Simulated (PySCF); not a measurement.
Computed with B3LYP-D3(BJ)/def2-TZVP // TPSS-D3(BJ)/def2-SVP (PySCF). Isolated molecules, 0 K electronic values unless said otherwise. B3LYP has the VWN-RPA correlation part, as in Gaussian. 

Reference species: [Ti(Br)2(H)2] (neutral, multiplicity 1).

The charge on the central atom (meta-Löwdin) comes out as 1.04 e and the HOMO–LUMO gap comes out as 5.15 eV. The HOMO is -8.83 eV.

Changed species: [Ti(Br)(H)3] (3 of 4 Br replaced by H; the reference has 2 of 4 Br replaced by H).

### Question
What does the change do to the charge on the central atom (meta-Löwdin), HOMO–LUMO gap and HOMO?

### Answer
the charge on the central atom (meta-Löwdin) hardly moves; the HOMO–LUMO gap rises by 0.22 eV, to 5.37 eV; the HOMO rises by 0.04 eV, to -8.79 eV.
